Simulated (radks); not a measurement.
Valence configurations of neutral gallium (all share [Ar]). Method: scalar-relativistic Kohn-Sham, PBE, spin-polarised, spherical densities, finite nucleus; open shells are filled with parallel spins first; Fermi nuclear charge, rms radius 3.9973 fm; computed with a radial shooting solver on a logarithmic mesh with Libxc functionals. Energies are relative to 3d10 4s2 4p1; eigenvalues in eV for spin up.

valence,E (eV),moment (Bohr magnetons),e(3d),e(4p),e(4s)
3d10 4s2 4p1,0.000,1,-19.108,-2.870,-9.218
3d10 4s1.5 4p1.5,2.671,2,-19.950,-3.452,-10.024
3d10 4s1 4p2,5.039,3,-20.674,-3.932,-10.717
3d10 4s0.5 4p2.5,8.456,3,-21.528,-4.286,-11.168
3d9.5 4s2 4p1.5,8.876,2,-23.719,-3.660,-10.594
3d10 4p3,11.919,3,-22.353,-4.621,-
3d9 4s2 4p2,19.374,3,-28.482,-4.415,-11.901

NIST lists [Ar] 3d10 4s2 4p1 as the ground configuration; this level of theory agrees among the configurations tried. The energies are those of spherical high-spin densities, not of single terms.
